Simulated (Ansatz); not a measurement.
Born–Oppenheimer molecular dynamics of Cl2H4InNO (9 atoms, charge 0, multiplicity 1). It starts at the highest image of a converged band, a first-order saddle point between two minima.

These are results of RKS PBE0-D4/def2-SVP in Ansatz 0.2.0, not measurements.

```
ensemble                      : NVE (velocity Verlet)
time step                     : 0.5 fs
steps asked                   : 200
starting velocities drawn for : 300 K
seed                          : 2905
```

First frame:

```xyz
9
Properties=species:S:1:pos:R:3
In 0.168 0.371 -0.090
O 0.019 0.093 2.066
H -0.800 -0.191 2.488
Cl 2.060 -0.634 -1.018
Cl -1.944 0.110 -1.073
N 0.428 2.208 1.003
H 1.353 2.635 1.006
H -0.260 2.941 0.835
H 0.159 1.258 1.931
```

**Question.** How far do the bonds stretch over the last three quarters of this one trajectory? (Pairs bonded in most of those frames.)

**Answer.** 
| bond | mean (Å) | spread (Å) | shortest | longest |
| --- | --- | --- | --- | --- |
| In1–O2 | 2.068 | 0.101 | 1.90 | 2.21 |
| In1–Cl4 | 2.345 | 0.016 | 2.33 | 2.39 |
| In1–Cl5 | 2.351 | 0.002 | 2.35 | 2.35 |
| In1–N6 | 2.381 | 0.125 | 2.14 | 2.52 |
| O2–H3 | 0.966 | 0.009 | 0.95 | 0.98 |
| N6–H7 | 1.022 | 0.007 | 1.01 | 1.03 |
| N6–H8 | 1.021 | 0.008 | 1.01 | 1.04 |
| N6–H9 | 1.043 | 0.042 | 0.98 | 1.21 |

Mean temperature of the second half: 513 K. The conserved energy stayed within 0.15 meV per atom of its start (net change 0.076 meV per atom), so the integration is sound. The kinetic energy rose, since the run started high on the potential surface and went downhill. A run of 0.1 ps of so small a system gives no equilibrium averages. The orbitals stay closed-shell, which can raise the energy where a bond breaks towards radicals; this wasn't checked here.

Time of the run: 6.1 min on 4 threads of Arm Neoverse V2, on a shared host, peak memory 0.28 GiB.
